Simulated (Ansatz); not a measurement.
Coupled-cluster run, CH$_{7}$NO$_{2}$Si, SMILES `NC[SiH](O)O`.

```yaml
crystal:
  periodic: [false, false, false]
  atoms:
    - {symbol: N, position_ang: [-0.529812, 1.542507, -0.455245]}
    - {symbol: C, position_ang: [-0.874499, 0.246681, 0.145233]}
    - {symbol: Si, position_ang: [0.724244, -0.698550, 0.463949]}
    - {symbol: O, position_ang: [0.510833, -2.318697, 0.583867]}
    - {symbol: O, position_ang: [1.676656, -0.315881, -0.817568]}
    - {symbol: H, position_ang: [-0.122185, 2.160137, 0.236459]}
    - {symbol: H, position_ang: [-1.351516, 2.013279, -0.812948]}
    - {symbol: H, position_ang: [-1.518784, 0.308679, 1.033279]}
    - {symbol: H, position_ang: [-1.431839, -0.333672, -0.599302]}
    - {symbol: H, position_ang: [1.347772, -0.318191, 1.755100]}
    - {symbol: H, position_ang: [0.334052, -2.798244, -0.227068]}
    - {symbol: H, position_ang: [1.312075, 0.456949, -1.271753]}
basis:
  gaussian: {orbitals: def2-TZVPP}
correlation: {method: ccsd_t}
```

```sh
$ ansatz run in.yaml --threads 4 --pin off --events-out ev --progress --plain --max-ram 10444MiB
```

Output of Ansatz, abridged:

```
Functional definition: HF
1567 factors; integrals over basis functions are off by at most 1.2e-3 eV
mean field evaluation 1: about -14559.8035 eV, gradient 5.4e1 eV
mean field evaluation 2: about -14560.0708 eV, gradient 5.4e1 eV
mean field evaluation 4: about -14565.5548 eV, gradient 4.0e0 eV
mean field evaluation 8: about -14565.6225 eV, gradient 2.8e-1 eV
mean field -14565.62277295 eV, -535.2767639723 hartree, gradient 2.3e-6 eV, S^2 0.000000; 0 other end points of the search recorded, 0 dependent functions left out
9 core orbitals not correlated: weight in the atoms' cores, before any rotation towards them, 1.000 or more for the frozen orbitals, at most 0.000 for the correlated occupied ones
reference -14565.62277295 eV, -535.2767639723 hartree; 16, 16 occupied and 239, 239 virtual orbitals, 1567 factors
second order -27.07531868 eV of doubles, -0.00000000 eV of singles
cycle   1  -27.26401483 eV  change   -1.9e-1 eV  update   1.0e-1
cycle   2  -27.84800633 eV  change   -5.8e-1 eV  update   2.8e-2
cycle   3  -27.97433218 eV  change   -1.3e-1 eV  update   1.4e-2
cycle   4  -27.96164409 eV  change    1.3e-2 eV  update   3.0e-3
cycle   5  -27.96138133 eV  change    2.6e-4 eV  update   1.4e-3
cycle   6  -27.96203916 eV  change   -6.6e-4 eV  update   4.0e-4
cycle   7  -27.96181562 eV  change    2.2e-4 eV  update   1.6e-4
cycle   8  -27.96175222 eV  change    6.3e-5 eV  update   4.7e-5
cycle   9  -27.96176002 eV  change   -7.8e-6 eV  update   1.8e-5
perturbative correction -1.01813700 eV, -0.0374158446 hartree
Total energy: -14594.60266998 eV, -536.3417555446 hartree
```

Hardware: 4 threads of an Arm Neoverse V1 on a shared host. Wall time 3.7 min, peak host memory 6.7 GiB.

MP2 recovers 93.4 % of the CCSD(T) correlation energy and the triples give 3.5 %; T1 = 0.0108.
